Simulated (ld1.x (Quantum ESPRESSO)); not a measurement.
## Pseudopotential generation for molybdenum: TM, revPBE, non-relativistic.

ld1.x (Quantum ESPRESSO) 7.5 was run on this input:

```
&input
   title='Mo', zed=42., rel=0, dft='REVPBE', iswitch=3,
   config='[Kr] 4d5 5s0 5p1',
   nld=3, rlderiv=2.70, eminld=-5.0, emaxld=5.0, deld=0.02
 /
 &inputp
   pseudotype=2, tm=.true., lloc=2,
   nlcc=.false.,
   file_pseudopw='Mo.UPF', file_wfcaegen='ae.wfc', file_wfcncgen='nc.wfc', file_beta='beta', file_chi='chi'
 /
3
5S  1  0   0.00   0.00  2.50  2.50  0.0
4P  2  1   6.00   0.00  2.00  2.00  0.0
4D  3  2   5.00   0.00  2.10  2.10  0.0
 &test
   configts(1)='4p6 4d5 5s0 5p1'
 /
```

Command:

```bash
ld1.x < Mo.in > Mo.out
```

The program printed (shortened: banner, matrices, multipoles, cross overlaps and the repeated all-electron block are left out):

```
Program LD1 v.7.5
     --------------------------- All-electron run ----------------------------

     Mo

     atomic number is 42.00
     dft =REVPBE   lsd =0 sic =0 latt =0  beta=0.20 tr2=1.0E-14
     Exchange-correlation= REVPBE
                           (   1   4   4   4   0   0   0)
     mesh =1229 r(mesh) = 100.71859 a.u. xmin = -7.00 dx = 0.01250
     1 Ry =  13.60569312 eV

     n l     nl                  e(Ry)          e(Ha)          e(eV)
     1 0     1S 1( 2.00)     -1420.5377      -710.2689    -19327.4006
     2 0     2S 1( 2.00)      -197.3145       -98.6573     -2684.6011
     2 1     2P 1( 6.00)      -181.7263       -90.8631     -2472.5117
     3 0     3S 1( 2.00)       -33.5337       -16.7669      -456.2495
     3 1     3P 1( 6.00)       -27.5439       -13.7720      -374.7545
     4 0     4S 1( 2.00)        -4.5598        -2.2799       -62.0396
     4 1     4P 1( 6.00)        -2.8671        -1.4336       -39.0094
     3 2     3D 1(10.00)       -16.5795        -8.2897      -225.5753
     4 2     4D 1( 5.00)        -0.3808        -0.1904        -5.1812
     5 0     5S 1( 0.00)        -0.3338        -0.1669        -4.5420
     5 1     5P 1( 1.00)        -0.1207        -0.0603        -1.6418

     final scf error:  1.2E-15 reached in  37 iterations

     Etot =   -7954.108714 Ry,   -3977.054357 Ha, -108221.162234 eV

     Ekin =    7950.337078 Ry,    3975.168539 Ha,  108169.846505 eV
     Encl =  -18936.587664 Ry,   -9468.293832 Ha, -257645.400553 eV
     Eh   =    3274.883128 Ry,    1637.441564 Ha,   44557.054852 eV
     Exc  =    -242.741256 Ry,    -121.370628 Ha,   -3302.663038 eV

     normalization and overlap integrals

     s(1S/1S) =  1.000000  <r> =   0.0363  <r2> =    0.0018  r(max) =   0.0241
     s(2S/2S) =  1.000000  <r> =   0.1587  <r2> =    0.0296  r(max) =   0.1336
     s(2P/2P) =  1.000000  <r> =   0.1360  <r2> =    0.0226  r(max) =   0.1054
     s(3S/3S) =  1.000000  <r> =   0.4406  <r2> =    0.2222  r(max) =   0.3965
     s(3P/3P) =  1.000000  <r> =   0.4356  <r2> =    0.2206  r(max) =   0.3819
     s(4S/4S) =  1.000000  <r> =   1.1371  <r2> =    1.4658  r(max) =   1.0124
     s(4P/4P) =  1.000000  <r> =   1.2499  <r2> =    1.7926  r(max) =   1.0777
     s(3D/3D) =  1.000000  <r> =   0.4144  <r2> =    0.2063  r(max) =   0.3246
     s(4D/4D) =  1.000000  <r> =   1.9171  <r2> =    4.5995  r(max) =   1.3666
     s(5S/5S) =  1.000000  <r> =   3.6584  <r2> =   15.4225  r(max) =   3.0037
     s(5P/5P) =  1.000000  <r> =   5.2523  <r2> =   32.5284  r(max) =   4.1055

     ------------------------ End of All-electron run ------------------------

     --------------------- Generating NC pseudopotential ---------------------

      Generating local pot.: lloc=2, matching radius rcloc =   2.1000

      Wfc   5S  rcut= 2.490  Using Troullier-Martins method

      Wfc   4P  rcut= 1.988  Using Troullier-Martins method

     ------------------- End of pseudopotential generation -------------------

     Computing logarithmic derivative in   2.70094
     Computing logarithmic derivative in   2.70094
     Computing the partial wave expansion
     R is outside the sphere for l=    0 j= 0.00
     R is outside the sphere for l=    1 j= 0.00
       no projector for channel:   2

     ---------------------- Testing the pseudopotential ----------------------

     Mo

     atomic number is 42.00   valence charge is 12.00
     dft =REVPBE   lsd =0 sic =0 latt =0  beta=0.20 tr2=1.0E-14
     mesh =1229 r(mesh) = 100.71859 xmin = -7.00 dx = 0.01250

     n l     nl             e AE (Ry)        e PS (Ry)    De AE-PS (Ry)
     2 1     4P   1( 6.00)       -2.86714       -2.86714       -0.00000
     3 2     4D   1( 5.00)       -0.38081       -0.38081       -0.00000
     1 0     5S   1( 0.00)       -0.33383       -0.33383       -0.00000
     3 1     5P   1( 1.00)       -0.12067       -0.12158        0.00091

     eps = 5.2E-15  iter = 17

     Etot =   -7954.108714 Ry,   -3977.054357 Ha, -108221.162234 eV
     Etotps =   -92.869641 Ry,     -46.434820 Ha,   -1263.555834 eV

     Ekin =      40.836212 Ry,      20.418106 Ha,     555.604965 eV
     Encl =    -203.989111 Ry,    -101.994556 Ha,   -2775.413247 eV
     Ehrt =      77.121508 Ry,      38.560754 Ha,    1049.291571 eV
     Ecxc =     -11.843943 Ry,      -5.921971 Ha,    -161.145050 eV
     Epseu=       5.005693 Ry,       2.502847 Ha,      68.105927 eV

     ---------------------- End of pseudopotential test ----------------------
```

Note: ghost state, extra bound levels that the all-electron valence spectrum of the same l lacks: s at -67.2 eV. A true bound ghost makes a file unfit for plane-wave use.

Generation and configuration tests took about 4.7 s on one core of a shared server CPU.
